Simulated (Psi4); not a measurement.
C$_{4}$H$_{10}$O$_{2}$, triplet, at the geometry of the source list (a higher spin typed on purpose: for a closed-shell molecule this is an excited state); Psi4 with MP2/def2-SVP.

Here is a job for Psi4.
```
memory 2 GB

molecule {
0 3
C     2.71370000    0.69860000   -0.02800000
O     1.44120000    0.34540000    0.44290000
C     0.72900000   -0.46100000   -0.46200000
C    -0.67420000   -0.70520000    0.07440000
O    -1.47700000    0.41840000   -0.18900000
C    -2.76110000    0.31140000    0.36370000
H     3.33360000   -0.19090000   -0.20480000
H     3.17080000    1.31310000    0.74430000
H     2.65050000    1.27010000   -0.96250000
H     1.24560000   -1.42710000   -0.59160000
H     0.65550000    0.03230000   -1.44200000
H    -1.10360000   -1.59660000   -0.41340000
H    -0.61520000   -0.89110000    1.15660000
H    -3.29860000   -0.55590000   -0.04340000
H    -2.72020000    0.21420000    1.45580000
H    -3.28990000    1.22420000    0.09910000
}

set {
  basis def2-svp
  reference uhf
  freeze_core true
}

energy('mp2')
print_variables()
```

The log (banner, timings and long lists left out):

```
    SCF Algorithm Type (re)set to DF.

   => Loading Basis Set <=

    Name: DEF2-SVP
    Role: ORBITAL
    Keyword: BASIS

         ---------------------------------------------------------
                                   SCF
               by Justin Turney, Rob Parrish, Andy Simmonett
                          and Daniel G. A. Smith
                              UHF Reference
         ---------------------------------------------------------

  ==> Geometry <==

    Molecular point group: c1
    Full point group: C1

    Geometry (in Angstrom), charge = 0, multiplicity = 3:

       Center              X                  Y                   Z               Mass
    ------------   -----------------  -----------------  -----------------  -----------------
         C            2.718752788204     0.590569934724    -0.063915376054    12.000000000000
         O            1.446252788204     0.237369934724     0.406984623946    15.994914619570
         C            0.734052788204    -0.569030065276    -0.497915376054    12.000000000000
         C           -0.669147211796    -0.813230065276     0.038484623946    12.000000000000
         O           -1.471947211796     0.310369934724    -0.224915376054    15.994914619570
         C           -2.756047211796     0.203369934724     0.327784623946    12.000000000000
         H            3.338652788204    -0.298930065276    -0.240715376054     1.007825032230
         H            3.175852788204     1.205069934724     0.708384623946     1.007825032230
         H            2.655552788204     1.162069934724    -0.998415376054     1.007825032230
         H            1.250652788204    -1.535130065276    -0.627515376054     1.007825032230
         H            0.660552788204    -0.075730065276    -1.477915376054     1.007825032230
         H           -1.098547211796    -1.704630065276    -0.449315376054     1.007825032230
         H           -0.610147211796    -0.999130065276     1.120684623946     1.007825032230
         H           -3.293547211796    -0.663930065276    -0.079315376054     1.007825032230
         H           -2.715147211796     0.106169934724     1.419884623946     1.007825032230
         H           -3.284847211796     1.116169934724     0.063184623946     1.007825032230

  Running in c1 symmetry.

  Rotational constants: A =      0.38252  B =      0.05019  C =      0.04775 [cm^-1]
  Rotational constants: A =  11467.71710  B =   1504.57729  C =   1431.49474 [MHz]
[...]
  @DF-UHF Final Energy:  -306.38632341263843
    Total Energy =                       -306.3863234126384327
[...]
 Magnitude           :                                                    1.5742763

 ------------------------------------------------------------------------------------

  //>>>>>>>>>>>>>>>>>>>>>>>>>>>>>>>>>>>//
  //               DFMP2               //
  //<<<<<<<<<<<<<<<<<<<<<<<<<<<<<<<<<<<//

   => Loading Basis Set <=

    Name: (DEF2-SVP AUX)
    Role: RIFIT
    Keyword: DF_BASIS_MP2

	 --------------------------------------------------------
	                          DF-MP2
	      2nd-Order Density-Fitted Moller-Plesset Theory

	        Rob Parrish, Justin Turney, Andy Simmonett,
	           Ed Hohenstein, and C. David Sherrill
	 --------------------------------------------------------

	 --------------------------------------------------------
	                 NBF =   134, NAUX =   428
	 --------------------------------------------------------
	   CLASS    FOCC     OCC    AOCC    AVIR     VIR    FVIR
	   ALPHA       6      26      20     108     108       0
	    BETA       6      24      18     110     110       0
	 --------------------------------------------------------

	-----------------------------------------------------------
	 ==================> DF-MP2 Energies <====================
	-----------------------------------------------------------
	 Reference Energy          =    -306.3863234126384327 [Eh]
	 Singles Energy            =      -0.0000000000000000 [Eh]
	 Same-Spin Energy          =      -0.2472931206049044 [Eh]
	 Opposite-Spin Energy      =      -0.7358438574013169 [Eh]
	 Correlation Energy        =      -0.9831369780062212 [Eh]
	 Total Energy              =    -307.3694603906446332 [Eh]
	-----------------------------------------------------------
	 ================> DF-SCS-MP2 Energies <==================
	-----------------------------------------------------------
	 SCS Same-Spin Scale       =       0.3333333333333333 [-]
	 SCS Opposite-Spin Scale   =       1.2000000000000000 [-]
	 SCS Same-Spin Energy      =      -0.0824310402016348 [Eh]
	 SCS Opposite-Spin Energy  =      -0.8830126288815802 [Eh]
	 SCS Correlation Energy    =      -0.9654436690832149 [Eh]
	 SCS Total Energy          =    -307.3517670817216754 [Eh]
	-----------------------------------------------------------

  Variable Map:
  ----------------------------------------------------------------------------
[...]
  Array Variable Map:
  ----------------------------------------------------------------------------
[...]
[...]
```
